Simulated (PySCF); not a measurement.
Dimethyl diselenide, C2H6Se2.
Numbering: `[CH3:1][Se:2][Se:3][CH3:4]` (hydrogens: H5, H6, H7 on C1; H8, H9, H10 on C4)

Level of theory: PySCF 2.14.0, PBE0-D3(BJ)/def2-TZVP geometry optimisation, gas phase.

**Question.** Give the optimised bond lengths and angles.

**Answer.** 
```json
{"bond": "C1–Se2, Se3–C4", "length (bohr)": "3.685"}
{"bond": "Se2–Se3", "length (bohr)": "4.361"}
{"bond": "C1–H5 and 5 like bonds", "length (bohr)": "2.058"}
```

Bonds in one row agree within 0.02 bohr and their mean is given. A selection of angles:
```json
{"angle": "Se2–C1–H5", "degrees": "106.2"}
{"angle": "Se2–C1–H6", "degrees": "110.4"}
{"angle": "H5–C1–H6", "degrees": "109.7"}
{"angle": "H6–C1–H7", "degrees": "110.8"}
{"angle": "C1–Se2–Se3", "degrees": "100.6"}
```

Torsions: C1–Se2–Se3–C4 -86° (synclinal). The mirror-image conformer, all signs reversed, is as good.

Se2 (selenium bonded to C and Se) is bent (angle 100.6°).

Point group: C2 (tolerance 0.08 Å). PBE0-D3(BJ)/def2-TZVP frequencies: not computed here. One conformer, not necessarily the lowest.

Hardware: one thread, Arm Neoverse V1 (aarch64), no GPU (shared host). Cost: 2.6 min wall, 0.85 GiB resident at most. These figures are those of the optimisation.
